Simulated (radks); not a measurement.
Ar II, configuration [Ne] 3s2 3p5.

Method: non-relativistic Kohn-Sham, Slater X-alpha with alpha = 0.952, spin-polarised, spherical densities, point nucleus; open shells are filled with parallel spins first; computed with a radial shooting solver on a logarithmic mesh with Libxc functionals.

Energy parts (hartree):
| part | energy |
|---|---|
| total | -535.83657 |
| kinetic | 535.83657 |
| electron-nucleus | -1259.66041 |
| Hartree | 227.89248 |
| exchange | -39.90521 |

Orbitals (lengths in bohr, moments of r in powers of bohr; r(max) is where P^2 peaks; r(90%) holds 90 % of the orbital's charge):
| orbital | occ. | eigenvalue (hartree) | r(max) | r(90%) | <r^4> |
|---|---|---|---|---|---|
| 1s up | 1 | -116.4285 | 0.05640 | 0.153 | 0.0002520 |
| 1s down | 1 | -116.4148 | 0.05639 | 0.153 | 0.0002519 |
| 2s up | 1 | -11.84972 | 0.3376 | 0.642 | 0.07214 |
| 2s down | 1 | -11.83440 | 0.3377 | 0.641 | 0.07178 |
| 2p up | 3 | -9.52036 | 0.2774 | 0.613 | 0.06127 |
| 2p down | 3 | -9.50169 | 0.2775 | 0.613 | 0.06091 |
| 3s up | 1 | -1.50865 | 1.145 | 2.00 | 6.858 |
| 3s down | 1 | -1.43737 | 1.146 | 2.02 | 7.116 |
| 3p up | 3 | -0.96795 | 1.221 | 2.28 | 11.45 |
| 3p down | 2 | -0.90117 | 1.225 | 2.32 | 12.33 |

The highest occupied level is 3p down at -24.522 eV. Summed over all electrons, <r^2> = 18.54 bohr^2, which gives a Langevin (diamagnetic) susceptibility term of -14.7 x 10^-6 cm^3/mol. The electron density at the nucleus is 3875 e/bohr^3. Virial ratio -V/T = 2.00000. Spin moment in Bohr magnetons: 1.
